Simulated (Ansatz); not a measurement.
Reaction (isomerisation): `BC[SiH](N)F` → `NC[SiH2]BF`

Computed with Ansatz on PBE0-D4/def2-TZVP structures; ΔE is electronic, products minus reactants. CCSD(T)/CBS is the MP2 limit (def2-TZVPP, def2-QZVPP) plus CCSD(T) − MP2 in def2-TZVPP, frozen cores. Functionals use def2-TZVPP. One conformer a species, not always the lowest.

(1) Is it downhill or uphill in electronic energy at CCSD(T)/CBS, and by how much? (Estimate.)

(2) What do these levels give: B2PLYP, PBE0, MP2/def2-TZVPP, SCS-MP2/def2-TZVPP, CCSD(T)/def2-TZVPP, HF/def2-QZVPP? (Best estimate.)

Largest T1 diagnostic among the species: 0.012.

Results:

(1) Ansatz gave: Uphill: ΔE = +213.3 kJ/mol.

(2) Ansatz gave: B2PLYP 209.9, PBE0 194.9, MP2/def2-TZVPP 222.6, SCS-MP2/def2-TZVPP 215.9, CCSD(T)/def2-TZVPP 206.6, HF/def2-QZVPP 219.5 kJ/mol.

From PBE to PBE0 (25 % exact exchange), in def2-TZVPP and without D4, ΔE moves by +11.7 kJ/mol.
